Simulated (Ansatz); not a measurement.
Consider the substitution at a C–B bond: `CC(N)BF` + `N[SiH3]` → `CC(N)N[SiH3]` + `BF`.

Isolated molecules relaxed with PBE0-D4/def2-TZVP in Ansatz; ΔE leaves out vibrations. CBS: MP2 limit from def2 TZ/QZ plus the TZ coupled-cluster correction, frozen cores. This one scheme is used for every species. DFT in def2-TZVPP. B3LYP here is the variant with VWN-RPA as its local correlation; programs differ in this. Each species was taken in one conformer, which may not be the lowest.

```json
{"level": "B3LYP-D4", "ΔE (kJ/mol)": "46.0", "difference from CCSD(T)/CBS": "-2.2"}
{"level": "ωB97X-V", "ΔE (kJ/mol)": "46.6", "difference from CCSD(T)/CBS": "-1.6"}
{"level": "B2PLYP", "ΔE (kJ/mol)": "49.3", "difference from CCSD(T)/CBS": "1.1"}
{"level": "PBE", "ΔE (kJ/mol)": "54.0", "difference from CCSD(T)/CBS": "5.8"}
{"level": "r2SCAN", "ΔE (kJ/mol)": "53.2", "difference from CCSD(T)/CBS": "5.0"}
{"level": "B3LYP", "ΔE (kJ/mol)": "52.7", "difference from CCSD(T)/CBS": "4.5"}
{"level": "HF/def2-TZVPP", "ΔE (kJ/mol)": "46.5", "difference from CCSD(T)/CBS": "-1.7"}
{"level": "MP2/def2-TZVPP", "ΔE (kJ/mol)": "44.9", "difference from CCSD(T)/CBS": "-3.3"}
{"level": "CCSD/def2-TZVPP", "ΔE (kJ/mol)": "46.5", "difference from CCSD(T)/CBS": "-1.7"}
{"level": "CCSD(T)/def2-TZVPP", "ΔE (kJ/mol)": "44.8", "difference from CCSD(T)/CBS": "-3.4"}
{"level": "HF/def2-QZVPP", "ΔE (kJ/mol)": "46.8", "difference from CCSD(T)/CBS": "-1.4"}
{"level": "MP2/def2-QZVPP", "ΔE (kJ/mol)": "46.9", "difference from CCSD(T)/CBS": "-1.3"}
{"level": "SCS-MP2/def2-QZVPP", "ΔE (kJ/mol)": "45.1", "difference from CCSD(T)/CBS": "-3.1"}
{"level": "HF/CBS(def2)", "ΔE (kJ/mol)": "46.8", "difference from CCSD(T)/CBS": "-1.4"}
{"level": "MP2/CBS(def2)", "ΔE (kJ/mol)": "48.3", "difference from CCSD(T)/CBS": "0.1"}
{"level": "CCSD/CBS(def2)", "ΔE (kJ/mol)": "49.9", "difference from CCSD(T)/CBS": "1.7"}
{"level": "CCSD(T)/CBS", "ΔE (kJ/mol)": "48.2", "difference from CCSD(T)/CBS": "0"}
```

Largest T1 diagnostic among the species: 0.013.

The D4 term adds −6.7 kJ/mol with B3LYP and −4.0 kJ/mol with PBE0; it sums over pairs of atoms, weighted by their polarisabilities, and B3LYP, whose exchange is more repulsive, gets the larger term.
